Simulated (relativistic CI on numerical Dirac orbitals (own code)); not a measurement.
**Calculated levels, Bi**

These numbers are calculated, not measured: Dirac-Coulomb-Breit CI, separate exchange-only KLI orbitals for each configuration, a model potential for QED, valence Slater integrals scaled by 0.85, P86 correlation energy added to each configuration (own radial code, finite nucleus).

Configuration list (outside the closed core [Xe] 4f14 5d10): 6s²6p³, 6s²6p²7s, 6s²6p²7p, 6s²6p²6d, 6s²6p²8s, 6s²6p²7d, 6s6p⁴, 6s²6p²8p, 6s²6p²5f, 6s²6p6d², 6s²6p²8d, 6s²6p²6f, 6s²6p²5g, 6s²6p²7f, 6s²6p²8f. Levels of other configurations are missing.

The lowest level is 6s²6p³ ⁴S°3/2, with 62 % of that term; Hund's rules for 6s²6p³ give ⁴S° with J = 3/2, in agreement.

| No. | Configuration | Term | J | E (cm⁻¹) | % | Next component (%) | Landé g |
| --- | --- | --- | --- | --- | --- | --- | --- |
| 1 | 6s²6p³ | ⁴S° | 3/2 | 0.0 | 62 | 26 ²P° | 1.685 |
| 2 | 6s²6p³ | ²D° | 3/2 | 11991.8 | 62 | 29 ⁴S° | 1.199 |
| 3 | 6s²6p³ | ²D° | 5/2 | 16510.7 | 100 |  | 1.201 |
| 4 | 6s²6p³ | ²P° | 1/2 | 22585.1 | 99 | 1 6s²6p6d² ²P° | 0.666 |
| 5 | 6p²(3P)7s | ⁴P | 1/2 | 33429.8 | 62 | 21 ²P | 2.120 |
| 6 | 6s²6p³ | ²P° | 3/2 | 34740.5 | 64 | 27 ²D° | 1.253 |
| 7 | 6p²(3P)7p | ⁴D° | 1/2 | 41629.7 | 48 | 32 ²P° | 0.668 |
| 8 | 6p²(3P)7p | ⁴D° | 3/2 | 43129.3 | 26 | 23 ⁴P° | 1.340 |
| 9 | 6p²(3P)6d | ⁴F | 3/2 | 44765.4 | 39 | 27 ²D | 0.811 |
| 10 | 6p²(3P)6d | ⁴D | 5/2 | 45482.3 | 22 | 20 ⁴F | 1.212 |
| 11 | 6p²(3P)7s | ⁴P | 3/2 | 45677.9 | 89 | 9 ²P | 1.680 |
| 12 | 6p²(3P)7s | ²P | 1/2 | 46898.3 | 57 | 24 ⁴P | 1.356 |
| 13 | 6p²(3P)8s | ⁴P | 1/2 | 48401.7 | 49 | 20 ²P | 1.906 |
| 14 | 6p²(3P)7s | ⁴P | 5/2 | 49844.5 | 55 | 44 ²D | 1.417 |
| 15 | 6p²(1D)7s | ²D | 3/2 | 50913.1 | 36 | 33 ²P | 1.006 |
| 16 | 6p²(3P)8p | ⁴D° | 1/2 | 50994.8 | 47 | 34 ²P° | 0.667 |
| 17 | 6p²(3P)8p | ⁴D° | 3/2 | 51485.4 | 24 | 23 ⁴P° | 1.334 |
| 18 | 6p²(3P)7d | ⁴D | 5/2 | 52174.3 | 22 | 21 ²D | 1.207 |
| 19 | 6p²(3P)7d | ⁴F | 3/2 | 52198.9 | 33 | 21 ²D | 0.832 |
| 20 | 6s²6p²5f | ²F° | 7/2 | 52241.2 | 23 | 21 ²G° | 1.143 |
| 21 | 6p²(3P)5f | ⁴G° | 5/2 | 52242.8 | 36 | 29 ²F° | 0.857 |
| 22 | 6p²(3P)7p | ²S° | 1/2 | 54309.6 | 36 | 34 ⁴D° | 1.480 |
| 23 | 6p²(3P)7p | ⁴D° | 3/2 | 54999.9 | 59 | 17 ²P° | 1.270 |
| 24 | 6p²(3P)8d | ⁴F | 3/2 | 55151.3 | 39 | 29 ²D | 0.794 |
| 25 | 6p²(3P)8d | ⁴D | 5/2 | 55231.3 | 21 | 21 ²D | 1.202 |
| 26 | 6p²(3P)6f | ⁴G° | 5/2 | 55377.3 | 36 | 28 ²F° | 0.859 |
| 27 | 6s²6p²6f | ²F° | 7/2 | 55378.3 | 23 | 21 ²G° | 1.143 |
| 28 | 6p²(3P)7p | ⁴D° | 5/2 | 55729.1 | 63 | 24 ⁴P° | 1.404 |
| 29 | 6p²(3P)7p | ²D° | 3/2 | 56246.6 | 55 | 25 ⁴S° | 1.288 |
| 30 | 6p²(3P)5g | ⁴H | 7/2 | 56393.1 | 34 | 28 ²G | 0.889 |
| 31 | 6s²6p²5g | ²G | 9/2 | 56393.1 | 24 | 22 ⁴F | 1.111 |
| 32 | 6p²(3P)7p | ⁴P° | 1/2 | 56430.0 | 51 | 36 ²P° | 1.783 |
| 33 | 6p²(3P)7f | ⁴G° | 5/2 | 57072.4 | 36 | 29 ²F° | 0.858 |
| 34 | 6s²6p²7f | ²F° | 7/2 | 57073.2 | 23 | 21 ²G° | 1.143 |
| 35 | 6p²(3P)6d | ²P | 3/2 | 57481.2 | 40 | 37 ⁴F | 0.993 |
| 36 | 6p²(3P)6d | ⁴F | 5/2 | 57714.5 | 44 | 42 ⁴P | 1.297 |
| 37 | 6p²(3P)6d | ⁴F | 7/2 | 57738.6 | 55 | 33 ⁴D | 1.292 |
| 38 | 6p²(3P)8f | ⁴G° | 5/2 | 58095.8 | 36 | 28 ²F° | 0.859 |
| 39 | 6s²6p²8f | ²F° | 7/2 | 58098.8 | 23 | 21 ²G° | 1.144 |
| 40 | 6p²(3P)6d | ⁴D | 1/2 | 58280.0 | 74 | 16 ²P | 0.350 |

Energies count from the lowest computed level; ° marks odd parity. Percentages are summed over parent terms; the parents shown are those of the largest component, closed shells are left out there.

The mean weight of the leading LS term, summed over parents, in these 40 levels is 46 %, and that of the leading jj configuration (from the same eigenvectors) 92 %, so jj coupling describes them better and the LS labels are nominal.

Correlation outside the listed configurations is missing or only estimated: errors of thousands of cm⁻¹ between configurations and terms are usual at this charge. Rates and lifetimes follow the computed energies and can be off by large factors. The fine structure of a lone outer electron comes out too small, for d and f at times inverted, and misplaced configurations move strength between like terms. 12 of the 16 excited levels that our extract of the measured tables holds in this range could be paired (the sources list more); they are missed by 1068 cm⁻¹ on average and 1576 at most, and levels without a partner can miss by more.

LS names give the leading component of a level, which can be under half, so a name can repeat, a term be missing and a line seem to break the LS rules.
